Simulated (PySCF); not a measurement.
A GIAO shielding run with PySCF (density fitting, non-relativistic, gas phase) on SMILES O(COC[Si@@H](C)[SiH3])[SiH3], C$_{3}$H$_{14}$O$_{2}$Si$_{3}$:

```
$ OMP_NUM_THREADS=1 python probes_run.py task.json out

{"job": {"kind": "nmr", "xc": "PBE0", "basis": "pcSseg-1"}, "charge": 0, "multiplicity": 1}
C      2.954443    -1.861721    -0.434976
Si     1.861410    -0.624605     0.524772
Si     2.516779     1.591634     0.372464
C      0.105255    -0.668791    -0.237735
O     -0.394852     0.645631     0.015136
C     -1.675613     0.864000    -0.437187
O     -2.595001     0.106093     0.265494
Si    -4.210827     0.197269     0.255518
H      3.961567    -1.872849    -0.030016
H      2.569299    -2.876989    -0.381403
H      3.030407    -1.594863    -1.486094
H      1.744192    -1.162925     1.896103
H      2.140408     2.223209    -0.896402
H      3.981118     1.717411     0.450909
H      1.985322     2.432584     1.445648
H     -0.554884    -1.409431     0.221058
H      0.101038    -0.852053    -1.320589
H     -1.870188     1.935463    -0.298493
H     -1.758308     0.619734    -1.514590
H     -4.738011    -0.070207    -1.087782
H     -4.507505    -0.852399     1.214245
H     -4.656459     1.533192     0.661501
```

Hardware: 1 thread of an Arm Neoverse N1, shared host. The job also computes population analyses, field gradients.

(1) How large is the calculation?

(2) How long does it take, and how much memory does it need?

## Answers

(1) 90 electrons, 227 basis functions and 1250 auxiliary functions.

(2) 89 s of wall time, with 13 SCF cycles and 4 response iterations; peak memory 1.1 GiB. Times on a shared host scatter by some tens of per cent.
